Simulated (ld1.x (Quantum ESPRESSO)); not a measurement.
## Configuration tests for Fe (Z = 26) (TM)

* Element: Fe (Z = 26)
* Generator: ld1.x (Quantum ESPRESSO) 7.5
* Type: norm-conserving Troullier–Martins (Kleinman–Bylander form)
* Functional: PBE
* Relativity: non-relativistic
* Frozen core: [Ar]
* Valence charge: 8
* Reference configuration: 3d6 4s1.5 4p0 (charge +0.5)
* Partial waves: 4p (bound, empty): rc 3.05 bohr; 3d (bound): rc 1.70 bohr; 4s (bound): rc 1.95 bohr
* Local potential: the s channel
* Core correction: Bessel-smoothed model core inside 0.95 bohr

Energies are relative to the spin-unpolarised reference configuration 3d6 4s1.5 4p0; without spin polarisation the order of configurations can differ from experiment. Not all tests gave a result: 2 of 7 tests not solved or not reliable. The frozen-core shift is the all-electron ΔE with the core orbitals held at their reference shape minus the fully relaxed ΔE.

```csv
valence configuration,charge,ΔE all-electron (eV),error AE − PS (meV),frozen-core shift (meV)
3d6 4s2 4p0,0,-3.429,-0.7,+0.3
3d6 4s1 4p1,0,0.550,-0.4,+0.1
3d7 4s0 4p0,+1,2.748,-308,+106
```

(1) What are ΔE and the potential's error for 3d4 4s0 4p0?

(2) What are ΔE and the potential's error for 3d6 4s1 4p0?

## Answers

(1) ΔE = 108.990 eV all-electron; the error (AE − PS) is -1872 meV.

(2) ΔE = 5.171 eV all-electron; the error (AE − PS) is -1.3 meV.
